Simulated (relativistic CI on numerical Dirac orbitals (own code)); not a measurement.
**Level scheme of Ni XXVI**

Method of calculation: Dirac-Coulomb-Breit CI, orbitals from a KLI potential per configuration, a model potential for QED, unscaled Slater integrals (own radial code, finite nucleus).

Configurations in the expansion (outside the closed core 1s2): 2s, 2p, 3s, 3p, 3d, 4s, 4p, 4d, 4f, 5s, 5p, 5d, 5f, 5g. Levels of other configurations are missing.

The lowest level is 2s 2S_1/2, with 100 % of that term; Hund's rules for 2s give 2S with J = 1/2, in agreement.

```
No.  Configuration  Term    J   E (Ry)    %  Next component (%)  Landé g  jj configuration (%)
  1             2s    2S  1/2    0.000  100                        1.996              2s (100)
  2             2p   2P°  1/2    3.903  100                        0.660           2p1/2 (100)
  3             2p   2P°  3/2    5.519  100                        1.329           2p3/2 (100)
  4             3s    2S  1/2   99.008  100                        2.000              3s (100)
  5             3p   2P°  1/2  100.092  100                        0.663           3p1/2 (100)
  6             3p   2P°  3/2  100.569  100                        1.332           3p3/2 (100)
  7             3d    2D  3/2  100.972  100                        0.797           3d3/2 (100)
  8             3d    2D  5/2  101.124  100                        1.198           3d5/2 (100)
  9             4s    2S  1/2  133.133  100                        2.001              4s (100)
 10             4p   2P°  1/2  133.579  100                        0.664           4p1/2 (100)
 11             4p   2P°  3/2  133.780  100                        1.333           4p3/2 (100)
 12             4d    2D  3/2  133.948  100                        0.798           4d3/2 (100)
 13             4d    2D  5/2  134.012  100                        1.199           4d5/2 (100)
 14             4f   2F°  5/2  134.020  100                        0.856           4f5/2 (100)
 15             4f   2F°  7/2  134.052  100                        1.142           4f7/2 (100)
 16             5s    2S  1/2  148.799  100                        2.001              5s (100)
 17             5p   2P°  1/2  149.025  100                        0.665           5p1/2 (100)
 18             5p   2P°  3/2  149.127  100                        1.333           5p3/2 (100)
 19             5d    2D  3/2  149.212  100                        0.799           5d3/2 (100)
 20             5d    2D  5/2  149.245  100                        1.200           5d5/2 (100)
 21             5f   2F°  5/2  149.250  100                        0.856           5f5/2 (100)
 22             5f   2F°  7/2  149.266  100                        1.142           5f7/2 (100)
 23             5g    2G  7/2  149.266  100                        0.888           5g7/2 (100)
 24             5g    2G  9/2  149.276  100                        1.111           5g9/2 (100)
```

Energies count from the lowest computed level; ° marks odd parity. Filled j subshells are mostly left out of the jj labels.

The mean weight of the leading LS term, summed over parents, in these 24 levels is 100 %, and that of the leading jj configuration (from the same eigenvectors) 100 %.

At this charge energies of transitions that change n are usually good to better than 1 %, and those within a shell (Δn = 0) to a few per cent.
